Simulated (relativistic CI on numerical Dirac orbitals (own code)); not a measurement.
## Level scheme of Ce II

These numbers are calculated, not measured: Dirac-Coulomb-Breit CI, KLI orbitals optimised for each configuration, model QED (radiative potential, 1s self-energy scaled to tabulated hydrogen-like ionisation energies), valence Slater integrals scaled by 0.85, P86 correlation estimate, and configurations built on the next ion tied to the tabulated ionisation energy (semi-empirical) (own radial code, finite nucleus).

Configurations in the expansion (outside the closed core [Xe]): 4f.5d2, 4f.5d.6s, 4f2.6s, 4f2.5d, 4f.6s2, 4f.5d.6p, 4f2.6p, 4f2.6d, 4f2.7s, 4f2.5f, 4f2.6f, 5d3, 4f3, 4f.6s.6p, 5d2.6s, 4f.5d.5f, 4f.5d.5g, 4f.5d.6d, 5d.6s2, 4f.5d.7s, 4f.5d.7p, 5d2.6p, 4f2.5g, 4f.5g2. Levels of other configurations are missing.

```tsv
No.	Configuration	Term	J	E (eV)	%	Landé g	jj configuration (%)
1	4f.5d2(3F)	4H°	7/2	0.0000	74	0.722	4f5/2 5d3/2^2 (70)
2	4f.5d2(3F)	4H°	9/2	0.0980	54	0.965	4f5/2 5d3/2 5d5/2 (45)
3	4f.5d2(3F)	4I°	9/2	0.1319	74	0.787	4f5/2 5d3/2 5d5/2 (48)
4	4f.5d2(3F)	2G°	7/2	0.2431	61	0.873	4f5/2 5d3/2 5d5/2 (32)
5	4f.5d2(3F)	4H°	11/2	0.2465	50	1.050	4f5/2 5d3/2 5d5/2 (47)
6	4f.5d2(3F)	4I°	11/2	0.2674	49	1.047	4f5/2 5d3/2 5d5/2 (39)
7	4f.5d2(3F)	2G°	9/2	0.2732	69	1.073	4f5/2 5d5/2^2 (36)
8	4f.5d2(1D)	2H°	9/2	0.3623	46	0.927	4f5/2 5d3/2 6s (28)
9	4f.5d2(3F)	4H°	13/2	0.3707	52	1.172	4f5/2 5d5/2^2 (37)
10	4f.5d2(3F)	4D°	1/2	0.3908	68	0.225	4f5/2 5d3/2^2 (67)
11	4f.5d2(3F)	2F°	5/2	0.4124	66	0.915	4f5/2 5d3/2 5d5/2 (44)
12	4f.5d2(3F)	4I°	13/2	0.4257	56	1.161	4f7/2 5d3/2 5d5/2 (72)
13	4f.5d.6s‡	2G°	7/2	0.4471	40	0.935	4f5/2 5d3/2 6s (32)
14	4f.5d2(3F)	4D°	3/2	0.4745	86	1.175	4f5/2 5d3/2 5d5/2 (64)
15	4f.5d2(3F)	2F°	7/2	0.4899	34	1.108	4f5/2 5d3/2 5d5/2 (23)
16	4f.5d.6s‡	4F°	3/2	0.4956	75	0.475	4f5/2 5d3/2 6s (66)
17	4f.5d.6s‡	2G°	9/2	0.5158	67	1.097	4f5/2 5d5/2 6s (45)
18	4f.5d2(3F)	4D°	5/2	0.5516	61	1.247	4f5/2 5d3/2 6s (25)
19	4f.5d2(3F)	4I°	15/2	0.5710	99	1.200	4f7/2 5d5/2^2 (76)
20	4f.5d.6s‡	4F°	5/2	0.5787	55	1.080	4f5/2 5d5/2 6s (30)
21	4f.5d2(1D)	2H°	11/2	0.5843	68	1.090	4f7/2 5d3/2 5d5/2 (40)
22	4f.5d2(3F)	4F°	3/2	0.5936	78	0.423	4f5/2 5d3/2^2 (37)
23	4f.5d2(1D)	2P°	1/2	0.6225	43	0.812	4f5/2 5d5/2^2 (29)
24	4f.5d.6s‡	4H°	7/2	0.6288	65	0.787	4f5/2 5d3/2 6s (39)
25	4f.5d2(3F)	4F°	5/2	0.6578	84	1.037	4f5/2 5d3/2 5d5/2 (44)
26	4f.5d.6s‡	4F°	7/2	0.6634	62	1.237	4f5/2 5d5/2 6s (40)
27	4f.5d.6s‡	4H°	9/2	0.7016	86	0.990	4f5/2 5d5/2 6s (45)
28	4f.5d.6s‡	2G°	7/2	0.7148	25	1.040	4f5/2 5d3/2 6s (30)
29	4f.5d2(3F)	4D°	7/2	0.7247	33	1.183	4f7/2 5d5/2^2 (45)
30	4f.5d2(1D)	2P°	3/2	0.7303	34	0.996	4f5/2 5d5/2^2 (40)
31	4f.5d2(3F)	4G°	5/2	0.7325	52	0.616	4f5/2 5d3/2^2 (34)
32	4f.5d2(3F)	4F°	7/2	0.7578	66	1.181	4f7/2 5d3/2 5d5/2 (44)
33	4f.5d2(1G)	2I°	11/2	0.7586	94	0.930	4f5/2 5d3/2 5d5/2 (43)
34	4f.5d2(3F)	2S°	1/2	0.7779	58	1.767	4f5/2 5d3/2 5d5/2 (47)
35	4f.5d.6s‡	4G°	5/2	0.7890	53	0.637	4f5/2 5d3/2 6s (41)
36	4f.5d2(3F)	4F°	9/2	0.7962	40	1.285	4f7/2 5d5/2 6s (41)
37	4f2(3H).6s	4H	7/2	0.8100	90	0.673	4f5/2^2 6s (83)
38	4f.5d.6s‡	4H°	11/2	0.8179	91	1.130	4f5/2 5d5/2 6s (45)
39	4f.5d2(3F)	4G°	7/2	0.8403	64	0.981	4f5/2 5d3/2 5d5/2 (30)
40	4f.5d.6s‡	4F°	9/2	0.8537	45	1.281	4f7/2 5d5/2 6s (40)
41	4f.5d2(1D)	2D°	5/2	0.8597	43	1.112	4f7/2 5d3/2 5d5/2 (24)
42	4f2(3H).6s	4H	9/2	0.8640	59	0.954	4f5/2^2 6s (77)
43	4f.5d2(1D)	2P°	3/2	0.8783	45	1.123	4f7/2 5d5/2^2 (34)
44	4f.5d2(3F)	2I°	13/2	0.8900	91	1.083	4f7/2 5d5/2^2 (44)
45	4f.5d2(1D)	2G°	9/2	0.9039	32	1.168	4f7/2 5d5/2^2 (32)
```

Energies count from the lowest computed level; ° marks odd parity. Percentages are summed over parent terms; the parents shown are those of the largest component, closed shells are left out there. Filled j subshells are mostly left out of the jj labels. ‡ marks configurations that were not tied to measured data.

The mean weight of the leading LS term, summed over parents, in these 45 levels is 61 %, and that of the leading jj configuration (from the same eigenvectors) 44 %, so LS coupling describes them better.

Configurations that consist of the next ion and one excited electron were tied to the tabulated ionisation energy; Rydberg ones are usually within 1,000 to 3,000 cm⁻¹ and the lowest ones within about 6,000 (9,000 in d shells), while levels on excited terms of the next ion carry the error of that term, and the other configurations can be misplaced by 10,000 cm⁻¹ or more. Rates follow the energies as ν³ (E1, M1) or ν⁵ (E2), so rates, branching and lifetimes can be off by large factors. The fine structure of a lone outer electron comes out too small, for d and f at times inverted, and misplaced configurations move strength between like terms.

LS names give the leading component of a level, which can be under half, so a name can repeat, a term be missing and a line seem to break the LS rules.
